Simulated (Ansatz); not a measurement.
Basis sets compared for Al₁₂P₁₂, a nanocrystal cut from wurtzite AlP (bare). Total charge 0; singlet. Geometry r2SCAN-D4/def2-SVP. Ansatz on 2 threads of AMD EPYC 7R13 on a shared host and a share (18 GiB) of an NVIDIA H100 80GB HBM3; times are rough, and most runs start from earlier orbitals.

```xyz
24

P     3.9122   -1.3803    1.5985
Al    1.9372   -1.9641    2.6348
Al    2.3036    0.2903    0.8673
P     0.7891    0.0517    2.7534
P     1.3900    2.4776    0.3688
Al   -0.5392    1.7567    1.6614
Al   -0.3777    3.7751   -0.3970
P    -1.8224    3.8055    1.3993
P     0.2484   -3.5325    2.6865
Al   -0.7873   -1.5260    1.7846
P    -2.4271    0.2330    1.5042
Al   -3.1116    2.1670    0.4152
Al    3.1117   -2.1679   -0.4150
P     2.4275   -0.2332   -1.5032
Al    0.7877    1.5273   -1.7858
P    -0.2506    3.5337   -2.6862
P     1.8219   -3.8061   -1.3987
Al    0.3770   -3.7749    0.3975
Al    0.5396   -1.7568   -1.6616
P    -1.3899   -2.4774   -0.3705
P    -0.7874   -0.0505   -2.7541
Al   -2.3024   -0.2904   -0.8670
Al   -1.9380    1.9636   -2.6345
P    -3.9124    1.3785   -1.5978
```

B3LYP takes the VWN-RPA correlation. Single mean-field runs in def2-SVP, def2-TZVP are fitted with def2-universal-jkfit.

Binding counts from free atoms (P quartet, Al doublet) in the same basis, without a counterpoise term.

```tsv
level	functions	energy (Eh)	HOMO (eV)	LUMO (eV)	binding per atom (eV)	wall time
HF/STO-3G	216	-6911.5962	-2.43	4.89	3.25	1.9 s
HF/6-31G	312	-6991.4853	-8.20	-1.22	1.10	3.9 s
PBE-D4/def2-SVP	432	-7000.7423	-5.34	-4.07	3.61	4.7 s
B3LYP-D4/6-31G	312	-7005.8320	-6.19	-3.82	2.70	5.5 s
B3LYP-D4/def2-SVP	432	-7004.5499	-5.87	-3.44	3.33	4.5 s
PBE0-D4/def2-SVP (with forces)	432	-7001.3549	-6.19	-3.50	3.54	8.5 s
```

Problem. Estimate the rows for PBE-D4/def2-TZVP, PBE0-D4/def2-TZVP.

Solution. 
```json
{"level": "PBE-D4/def2-TZVP", "functions": "888", "energy (Eh)": "-7003.1638", "HOMO (eV)": "-5.20", "LUMO (eV)": "-4.00", "binding per atom (eV)": "3.62", "wall time": "7 s"}
{"level": "PBE0-D4/def2-TZVP", "functions": "888", "energy (Eh)": "-7003.7485", "HOMO (eV)": "-6.00", "LUMO (eV)": "-3.39", "binding per atom (eV)": "3.56", "wall time": "11 s"}
```
